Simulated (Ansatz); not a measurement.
Ge(H)(F)2(OMe) (CH4F2GeO), SMILES C[O][GeH]([F])[F].

Geometry optimised at B3LYP-D3(BJ)/def2-SVP. The structure was generated by enumeration, and PubChem lists no compound with its InChIKey, so it may never have been made. One conformer was computed; it need not be the lowest.

Two levels are set side by side: PBE/def2-SVPD (Ansatz, a quantum-chemistry and plane-wave program) and PBE0/def2-SVPD (Ansatz). Energy differences of separate SCF runs at the same geometry; the states with an electron removed or added have multiplicity 2 and 2. Differences are taken from unrounded values.

```csv
quantity,PBE0
vertical ionisation energy (eV),11.28
vertical singlet–triplet gap (eV),6.96
```

Problem. What does PBE give, and how far is it from PBE0? (The exact figures need the calculation; the answer reports its results.)

Solution. 
```
quantity                             PBE  PBE minus PBE0
---------------------------------  -----  --------------
vertical ionisation energy (eV)    11.00           -0.28
vertical singlet–triplet gap (eV)   6.55           -0.41
```
